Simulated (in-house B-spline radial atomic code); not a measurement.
Inner levels of ytterbium as electrons are removed. A shift is the extra binding of the orbital against the neutral atom ([Xe] 4f14 6s2). Computed with a radial B-spline atomic code at the basis-set limit: non-relativistic Hartree-Fock, average of the configuration, point nuclei.

This level leaves out relativity, spin-orbit splitting included, which matters for heavy ions.

```
  ion      configuration  shift of 1s (eV)  shift of 3s (eV)  shift of 2p (eV)  radius of 1s (bohr)  radius of 3s (bohr)  radius of 2p (bohr)  Σ<r²> (bohr²)  change of density at nucleus (bohr⁻³)
Yb37+  [Ar] 3d10 4s2 4p3           1616.13           1528.63           1603.34              0.02165              0.22946             0.077593          2.128                                 581.49
Yb38+  [Ar] 3d10 4s2 4p2                 ?                 ?                 ?                    ?                    ?                    ?              ?                                      ?
Yb39+  [Ar] 3d10 4s2 4p1           1767.88           1654.21           1745.14             0.021649              0.22891             0.077561         1.6385                                 685.45
Yb40+      [Ar] 3d10 4s2           1845.25           1717.92            1817.3             0.021648              0.22862             0.077544          1.402                                 738.87
Yb41+      [Ar] 3d10 4s1                 ?                 ?                 ?                    ?                    ?                    ?              ?                                      ?
Yb42+          [Ar] 3d10           1997.18           1842.62           1960.87             0.021648              0.22846             0.077513        0.93883                                -967.48
Yb43+           [Ar] 3d9            2145.2           1947.68           2104.26             0.021648              0.22724             0.077442        0.88398                                -863.62
Yb44+           [Ar] 3d8           2295.55           2053.86           2249.68             0.021648              0.22602             0.077369        0.83088                                 -757.5
```

Problem. Fill in the row of Yb38+.

Solution. shift of 1s (eV): 1691.51; shift of 3s (eV): 1591.11; shift of 2p (eV): 1673.81; radius of 1s (bohr): 0.021649; radius of 3s (bohr): 0.22919; radius of 2p (bohr): 0.077577; Σ<r²> (bohr²): 1.8805; change of density at nucleus (bohr⁻³): 632.99.

Problem. Fill in the row of Yb41+.

Solution. shift of 1s (eV): 1920.78; shift of 3s (eV): 1780; shift of 2p (eV): 1888.71; radius of 1s (bohr): 0.021648; radius of 3s (bohr): 0.22865; radius of 2p (bohr): 0.077529; Σ<r²> (bohr²): 1.168; change of density at nucleus (bohr⁻³): -102.48.
